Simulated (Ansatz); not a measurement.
One change: `C[S][Mg][NH2]` becomes `C[S][Mg][O][SiH3]`.

Ansatz, PBE0-D4/def2-TZVP geometries, multiplicity 1. Each molecule was computed in one conformer, which needn't be the lowest.

| property | `C[S][Mg][NH2]` |
| --- | --- |
| HOMO–LUMO gap (ωB97M-V/def2-TZVPP) / eV | 8.86 |
| size of the dipole moment (PBE/def2-TZVPP) / D | 1.66 |
| HOMO–LUMO gap (B3LYP/def2-TZVPP) / eV | 4.90 |
| size of the dipole moment (ωB97M-V/def2-TZVPP) / D | 1.73 |
| HOMO–LUMO gap (PBE/def2-TZVPP) / eV | 3.39 |
| HOMO–LUMO gap (PBE0/def2-TZVPP) / eV | 5.41 |

Question: Give the same properties after the change, and the shifts. (An estimate is asked.)

Answer: The calculation gave: 
| property | `C[S][Mg][O][SiH3]` | shift |
| --- | --- | --- |
| HOMO–LUMO gap (ωB97M-V/def2-TZVPP) / eV | 8.78 | -0.08 |
| size of the dipole moment (PBE/def2-TZVPP) / D | 1.75 | 0.09 |
| HOMO–LUMO gap (B3LYP/def2-TZVPP) / eV | 4.79 | -0.11 |
| size of the dipole moment (ωB97M-V/def2-TZVPP) / D | 1.54 | -0.19 |
| HOMO–LUMO gap (PBE/def2-TZVPP) / eV | 3.42 | 0.03 |
| HOMO–LUMO gap (PBE0/def2-TZVPP) / eV | 5.30 | -0.11 |

With PBE0 the HOMO falls by 0.33 eV and the LUMO falls by 0.43 eV, so the gap narrows by about 0.10 eV. PBE moves the HOMO by -0.49 eV and ωB97M-V by -0.33 eV. Dipoles are sizes alone; their direction can turn.

B3LYP here is the variant with VWN-RPA as its local correlation; programs differ in this.
